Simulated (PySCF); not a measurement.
# Electron correlation in Kr⁺ (krypton, charge +1)

[Ar] 3d10 4s2 4p4 5s1, high-spin 4P determinant (an excited configuration). Calculation: PySCF 2.14, in aug-cc-pVDZ-PP with ECP10MDF; scalar relativity through the core potential. Frozen: 3s2 3p6 3d10; 7 electrons correlated.

```csv
level,correlation energy (mhartree)
CCSD,-106.29
(T),-1.54
CCSD(T),-107.83
CCSDT,-108.12
```

Diagnostics: T1 = 0.0086, D1 = 0.0216, largest double amplitude 0.038.

The outer electron is Rydberg-like, and this basis confines it to a smaller radius and binds it less than a complete one would.

Cost of the coupled-cluster step: about 0.3 core-seconds, for 7 correlated electrons.
